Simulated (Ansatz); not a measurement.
System: CH5BNO (charge 0, doublet). SMILES: CN[B]O
Coordinates optimised at B3LYP-D3(BJ)/def2-TZVP (Ansatz, a first-principles code):
```
N
H 1 1.0056
B 1 1.3904 2 119.00
O 3 1.3655 1 123.00 2 180.00
H 4 0.9595 3 113.79 1 180.00
C 1 1.4613 2 115.08 3 -180.00
H 6 1.0878 1 108.96 2 -180.00
H 6 1.0930 7 108.34 1 121.26
H 6 1.0930 7 108.34 8 117.49
```
Charge 0, spin multiplicity 2.

Wanted: atomisation energy, in kcal/mol. Conventions: non-relativistic; UHF or UKS for open shells; spin-orbit terms left out; no dispersion term unless named; frozen cores in correlated levels; atomisation electronic, to ground-state atoms; six Cartesian d functions in 6-31G* and its kin unless marked 5d. CBS(X,Y): correlation extrapolated as X^-3; Hartree-Fock from the larger set. First-principles rows: single points at B3LYP-D3(BJ) geometries (Ansatz).

```tsv
species	coefficient	E at B3LYP/6-31G* (Ansatz), Eh	E at wB97X-V/def2-TZVPD (Ansatz), Eh
CN[B]O	-1	-195.94487	-195.96891
B atom	+1	-24.65435	-24.65384
C atom	+1	-37.84628	-37.84665
H atom	+5	-0.50027	-0.50049
N atom	+1	-54.58449	-54.58636
O atom	+1	-75.06062	-75.06921
```

Coupled cluster (Ansatz) is a level with limits of its own, used here on species with T1 under 0.025 (0.045 for open shells) and stable references: CCSD(T)/CBS(cc-pVTZ,cc-pVQZ). Value to compare with, CCSD(T)/CBS(cc-pVTZ,cc-pVQZ) (Ansatz): 819.7 kcal/mol. 1 Eh = 627.5095 kcal/mol.

Task: Compute it at each level from the table, and compare with CCSD(T)/CBS(cc-pVTZ,cc-pVQZ) (Ansatz).

Result: 
- B3LYP/6-31G*: the sum of coefficient times E is 1.29778 Eh, or 814.37 kcal/mol. Result: 814.4 kcal/mol. Its difference against CCSD(T)/CBS(cc-pVTZ,cc-pVQZ) (Ansatz) is -5.3 kcal/mol.
- wB97X-V/def2-TZVPD: the sum of coefficient times E is 1.31040 Eh, or 822.29 kcal/mol. Result: 822.3 kcal/mol. Its difference against CCSD(T)/CBS(cc-pVTZ,cc-pVQZ) (Ansatz) is 2.6 kcal/mol.
